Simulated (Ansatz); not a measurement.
`[F][Zr]([Cl])([Cl])[Cl]` + H–F → `[F][Zr]([F])([Cl])[Cl]` + HCl at 298.15 K and 1 bar (ligand exchange at a Zr–Cl bond).

Computed with Ansatz on PBE0-D4/def2-TZVP structures; ΔE is electronic, products minus reactants. CCSD(T)/CBS adds triple-zeta CCSD(T) − MP2 to the extrapolated MP2 energy (def2 sets, frozen cores). This one scheme is used for every species. Elements past krypton have def2 core potentials. For Zr outer-core shells are correlated without core-valence functions, which leaves a few kJ/mol of doubt a bond.

```csv
species,CCSD(T)/CBS energy (Eh),H − E (kJ/mol),S (J/(mol·K))
`[F][Zr]([Cl])([Cl])[Cl]`,-1526.43176,36.9,368.6
H–F,-100.39570,33.5,173.6
`[F][Zr]([F])([Cl])[Cl]`,-1166.45079,38.2,360.3
HCl,-460.38127,26.6,186.8
```

H − E and S are ideal-gas, rigid-rotor, harmonic terms from PBE0-D4/def2-TZVP. 1 Eh = 2625.50 kJ/mol, R = 8.31446 J/(mol·K).

Task: By hand: ΔE, ΔH, ΔS and ΔG.

Result: ΔE = (-1166.45079) + (-460.38127) − (-1526.43176) − (-100.39570) = -0.00460 Eh = -12.1 kJ/mol. Δ(H − E) = 38.2 + 26.6 − 36.9 − 33.5 = -5.6, so ΔH = -17.7 kJ/mol. ΔS = 360.3 + 186.8 − 368.6 − 173.6 = 4.9 J/(mol·K). ΔG = -17.7 − 298.15 × (4.9)/1000 = -19.2 kJ/mol.

Task: By hand: the equilibrium constant, and the temperature at which ΔG would vanish if ΔH and ΔS stayed fixed.

Result: log₁₀ K = −ΔG/(RT ln 10) = 3.4. ΔH and −TΔS have one sign here, so there is no such temperature.

The number of gas molecules stays the same, so ΔS is small and ΔH decides. A doubt of 5 kJ/mol in ΔE shifts log₁₀ K by 0.9 here. These are equilibria of isolated gas molecules and say nothing of rates. Largest T1 diagnostic: 0.017 (customary marks: 0.02 for closed shells, 0.045 for open ones).

ΔS is within the doubt of such terms, so its sign, and with it that verdict, could turn.
